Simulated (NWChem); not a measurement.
Molecule: Si₂NH₆OF; SMILES N[Si@@H](F)[SiH2]O

```xyz
11

N     -1.0795    -1.9416    -0.2353
Si     0.1106    -0.8744     0.4017
F      1.6122    -1.0902    -0.2073
Si    -0.5643     1.3130    -0.1143
O      0.6499     2.4507     0.0819
H     -1.4098    -1.8552    -1.1889
H     -1.1549    -2.8971     0.0939
H      0.2109    -1.1962     1.8497
H     -1.1150     1.3123    -1.5076
H     -1.6553     1.7377     0.7995
H      1.5071     2.2218    -0.3043
```
Atoms are numbered in this order, from 1.

Level: B3LYP/6-31G* (spherical d) (NWChem), optimised geometry, unscaled harmonic frequencies. 

| frequency (cm⁻¹) | IR intensity (km/mol) |
|---|---|
| 47 | 2.0 |
| 80 | 6.6 |
| 179 | 16.6 |
| 218 | 2.3 |
| 261 | 122.5 |
| 289 | 23.7 |
| 338 | 16.6 |
| 435 | 218.2 |
| 445 | 10.8 |
| 519 | 25.9 |
| 693 | 80.2 |
| 738 | 13.7 |
| 810 | 167.6 |
| 827 | 71.2 |
| 865 | 227.5 |
| 891 | 126.4 |
| 920 | 73.2 |
| 931 | 253.7 |
| 948 | 90.5 |
| 972 | 52.1 |
| 1628 | 54.7 |
| 2188 | 182.8 |
| 2256 | 118.3 |
| 2269 | 175.4 |
| 3560 | 22.4 |
| 3653 | 23.6 |
| 3797 | 67.3 |

- zero-point energy = 44.0 kcal/mol
- thermal correction to the enthalpy at 298.15 K (with zero-point energy) = 49.7 kcal/mol
- heat capacity Cv = 28.3 cal/(mol K)
- entropy at 298.15 K and 1 atm (symmetry number 1) = 89.1 cal/(mol K)
- dipole moment = 2.26 D

Rigid rotor and harmonic oscillator; modes under 100 cm⁻¹ make the entropy uncertain.
